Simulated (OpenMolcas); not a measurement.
# Os4+: effect of the active space

```yaml
Program: OpenMolcas 26.06
Method: SS-CASPT2 or its RAS form, IPEA 0.25 Eh, imaginary shift 0.1 Eh
Basis: ANO-RCC-VTZP
Scalar_Hamiltonian: DKH2, point nucleus
Spin-orbit_coupling: state interaction with AMFI integrals over the reference wave functions, term energies averaged over their components
```

A. 4 electrons in 5 orbitals (5d); 2S+1 = 5 even, 5 roots; 2S+1 = 3 even, 45 roots; 2S+1 = 1 even, 50 roots; closed shells correlated: 5s 5p; CASPT2 step of the order of 50 core-seconds
B. 10 electrons in 8 orbitals (RAS1 5p, at most 2 holes; RAS2 5d); 2S+1 = 5 even, 5 roots; 2S+1 = 3 even, 45 roots; 2S+1 = 1 even, 50 roots; closed shells correlated: 5s; CASPT2 step roughly 2.3 core-minutes
C. 4 electrons in 10 orbitals (5d 6d); 2S+1 = 5 even, 5 roots; 2S+1 = 3 even, 45 roots; 2S+1 = 1 even, 50 roots; closed shells correlated: 5s 5p; CASPT2 step of the order of 14 core-minutes

Energies in cm⁻¹ above 5d⁴ ⁵D₀, the measured ground level; measured values from the list in Palmeri et al., Atoms 14, 22 (2026).

| Level | A | B | C | Measured |
| --- | --- | --- | --- | --- |
| 5d⁴ ⁵D₀ [64 %] | 0.0 | 0.0 | 0.0 | 0.0 |
| 5d⁴ ⁵D₁ | 4340 | 4490 | 4400 | 4311 |
| 5d⁴ ⁵D₂ | 8190 | 8420 | 8260 | 8083 |
| 5d⁴ ⁵D₃ | 11190 | 11490 | 11290 | 11018 |
| 5d⁴ ⁵D₄ [69 %] | 13230 | 13550 | 13360 | 12966 |
| 5d⁴ ³P₀(1) [51 %] | 19050 | 19460 | 18870 |  |
| 5d⁴ ³H₄ [57 %] | 21290 | 21560 | 21270 | 20374 |
| 5d⁴ ³G₃ [61 %] | 25060 | 25390 | 24990 | 23942 |
| 5d⁴ ³F₂(1) [67 %] | 25610 | 26010 | 25480 |  |
| 5d⁴ ³P₁(1) | 25690 | 26370 | 25540 | 24680 |
| 5d⁴ ³H₅ | 26370 | 26790 | 26440 | 25344 |
| 5d⁴ ³H₆ [74 %] | 28700 | 29060 | 28850 | 27669 |
| 5d⁴ ³G₅ | 38230 | 38980 | 38440 | 37016 |
| 5d⁴ ³D₁ | 39990 | 40690 | 39890 | 38536 |
| 5d⁴ ¹I₆ [74 %] | 40530 | 41000 | 40820 | 39284 |
| 5d⁴ ¹S₀(1) | 45940 | 46960 | 46110 |  |
| 5d⁴ ¹F₃ [64 %] | 48400 | 49030 | 48490 | 46549 |
| 5d⁴ ³P₂(2) [71 %] | 52160 | 52490 | 52170 |  |
| 5d⁴ ³F₄(2) [55 %] | 55560 | 55730 | 55750 |  |
| 5d⁴ ³F₂(2) [63 %] | 57650 | 58430 | 57600 |  |
| 5d⁴ ³F₃(2) | 58330 | 58840 | 58370 | 55872 |
| 5d⁴ ³P₁(2) | 58740 | 59430 | 58680 | 55988 |
| 5d⁴ ³P₀(2) | 61840 | 62680 | 61770 |  |
| 5d⁴ ¹G₄(2) | 62570 | 63000 | 62630 |  |

Deviations, from unrounded energies. A percentage is the sum of absolute deviations over the sum of measured energies, with the sign that they share, or ± where signs differ.

| Against measurement | Levels | A | B | C |
| --- | --- | --- | --- | --- |
| mean absolute deviation (cm-1) | 15 | 1100 | 1600 | 1200 |
| fine structure of the ground term (%) | 4 | +1.6 | +4.3 | +2.6 |
| other terms of the ground configuration (%) | 11 | +4.1 | +5.5 | +4.2 |

A, C lie about equally close to measurement and B furthest from it. The largest miss of A in the table is 5d⁴ ³P₁(2), by +2800 cm-1. The ranking rests on the paired levels alone, and a cruder setting can come out closer through cancelling errors.

The two smallest mean deviations differ by little beside CASPT2's spread within terms, so their order carries little weight.

Among A to C the level of the table that moves most is 5d⁴ ¹S₀(1), by 1000 cm-1 (lowest in A, highest in B). Moves below CASPT2's spread within the term are not significant.

CASPT2 breaks the degeneracy within a term, and the mean is taken; among the terms shown or strongly mixed into the levels shown the widest spread is 370 cm-1 (5d⁴ ¹G(2), B). Active for correlation alone: 5p; no level in the range computed is led by a configuration that opens it, so any true level of that kind is missing (holds for B). Active for correlation alone: 6d; no level in the range computed is led by a configuration that fills it, so any true level of that kind is missing (holds for C). Computed and measured levels are paired by configuration, term and J; levels that our copy of the source lacks, or whose pairing is in doubt (as where it misses far off the trend of its configuration), stay unpaired and out of the deviations. Levels of configurations outside the active space are missing. Levels that lie high or do not pair safely by name in every column are left out.

A share in square brackets marks a mixed level and gives the weight of the term that names it, the lowest over the columns. A number in round brackets counts repeated terms of one configuration in the order of the reference energies.
